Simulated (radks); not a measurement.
The numbers below are computed, except where a source is named.
Spherical quantum dot in the effective-mass picture: electrons in a hard-walled sphere of radius 4.62, all in effective atomic units (hartree* = m*/eps^2 hartree, bohr* = eps/m* bohr), one dielectric constant everywhere. Level of theory: non-relativistic Kohn-Sham, exchange-only LDA, spin-polarised, spherical densities (a radial shooting solver with Libxc functionals). Levels are named by radial order and angular momentum (1s, 1p, 1d, 2s, ...), and open shells are averaged over m.

N = 20, configuration 1s2 1p6 1d10 1f(up 2, down 0). This is the lowest configuration that the search found. Occupied and some empty levels:

level,occupation,eigenvalue (hartree*),<r> (bohr*)
1s up,1,5.6927,3.164
1s down,1,5.7176,3.151
1p up,3,5.8099,3.269
1p down,3,5.8362,3.262
1d up,5,6.0160,3.364
1d down,5,6.0434,3.360
1f up,2,6.3001,3.444
1f down,0,6.3283,3.442
2s up,0,6.5618,2.065
2s down,0,6.5699,2.064
1g up,0,6.6558,3.513
1g down,0,6.6846,3.512
2p up,0,6.9580,2.419
2p down,0,6.9698,2.416
2d up,0,7.4324,2.643
2d down,0,7.4471,2.639

Energy (hartree*): total 65.6597, kinetic 16.080, external 0, Hartree 55.589, exchange-correlation -6.0091.
